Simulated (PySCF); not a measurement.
A survey of 19F NMR shifts

- GFN2-xTB structure
- σ from GIAO-PBE0/pcSseg-1
- run in PySCF 2.14.0 with density-fitted response routines
- gas phase, relativity neglected, a single conformation, rapidly exchanging positions averaged

Shieldings were converted by a linear fit to measured shifts: 19F: δ = 146.13 − 0.903σ +14.6 on sp3 carbon (rms 6.0 ppm, 223 shifts, 7.0 ppm with the 5 outliers that the fit left out vs CFCl3, solution or neat liquid). Occasional misses reach two or three times the rms, and more in compound classes unlike the fitted ones.

Problem. Give the 19F shifts of `F[C@@H]1[C@@H]2C[C@@H]2C[C@H]1F`, `C#C/C(=C\OC)OC(F)F`.

Solution. 
```csv
compound,environment,δ (ppm)
[F:1][C@@H:2]1[C@@H:3]2[CH2:4][C@@H:5]2[CH2:6][C@H:7]1[F:8],F8: fluorine on an sp3 carbon,-186.9
[F:1][C@@H:2]1[C@@H:3]2[CH2:4][C@@H:5]2[CH2:6][C@H:7]1[F:8],F1: fluorine on an sp3 carbon,-190.0
C#C/C(=C\OC)OC(F)F,fluorine of a CF2 group (×2),-73.9
```

Problem. Order these by 19F shift, lowest first.
A. FC1(F)C[C@H]2C[C@@H]1C2
B. C#C/C(=C\OC)OC(F)F
C. C=CO/C=C(/F)C=C
D. CC1=COC=C[C@@H]1F

Solution. C (-170.8 ppm, vinylic fluorine), D (-124.2 ppm, fluorine on an sp3 carbon), A (-104.2 ppm, fluorine of a CF2 group), B (-74.0 ppm, fluorine of a CF2 group).
